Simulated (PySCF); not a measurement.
## `NB(O)CC1CC1`, C$_{4}$H$_{10}$BNO

Geometry:
```
atom   x (Å)   y (Å)   z (Å)
  N1   2.369  -0.013  -0.751
  B2   1.558   0.301   0.351
  O3   1.825   1.365   1.149
  C4   0.277  -0.600   0.683
  C5  -0.812  -0.450  -0.362
  C6  -1.754   0.712  -0.289
  C7  -2.248  -0.674   0.006
  H8   3.177   0.516  -1.033
  H9   2.185  -0.792  -1.358
 H10   2.591   1.885   0.904
 H11  -0.133  -0.323   1.654
 H12   0.557  -1.655   0.740
 H13  -0.511  -0.767  -1.354
 H14  -2.071   1.186  -1.206
 H15  -1.640   1.396   0.537
 H16  -2.901  -1.150  -0.711
 H17  -2.477  -0.924   1.031
```

Level of theory: GIAO B97-D/STO-3G magnetisability, rotational g tensor and spin-rotation constants, non-relativistic, gas phase in PySCF. Geometry: GFN2-xTB.

(1) How diamagnetic is it, and how anisotropic?

(2) Split it along the inertial axes a, b, c into diamagnetic and paramagnetic parts about the centre of mass, with the quadrupole moment.

(3) And the rotational g tensor?

Results:

(1) Isotropic -1253 × 10⁻³⁰ J/T², or -75.5 × 10⁻⁶ cm³/mol; principal values -1393, -1218, -1148 × 10⁻³⁰ J/T², anisotropy 218 × 10⁻³⁰ J/T² (root of half the summed squared differences of the principal values). The susceptibility is in cgs units.

(2) 
| axis | χ (10⁻⁶ cm³/mol) | diamagnetic (10⁻⁶ cm³/mol) | paramagnetic (10⁻⁶ cm³/mol) | summed x² of all electrons (Å²) | quadrupole Θ (D Å) |
| --- | --- | --- | --- | --- | --- |
| a | -73.5 | -329.5 | 256.0 | 186.8 | +5.69 |
| b | -73.7 | -922.4 | 848.8 | 47.1 | -1.86 |
| c | -79.2 | -992.4 | 913.1 | 30.6 | -3.82 |

Anisotropies 2χaa − χbb − χcc = +5.9 and 2χbb − χaa − χcc = +5.4 × 10⁻⁶ cm³/mol. Θ is traceless in Buckingham's convention.

(3) 
| axis | rotational constant (GHz) | g | nuclear part | electronic part |
| --- | --- | --- | --- | --- |
| a | 5.1944 | +0.0108 | 0.6354 | -0.6247 |
| b | 1.4448 | +0.0061 | 0.5822 | -0.5761 |
| c | 1.3278 | +0.0098 | 0.5794 | -0.5696 |

Asymmetric top; isotopes 11B, 12C, 1H, 14N, 16O; no vibrational averaging.
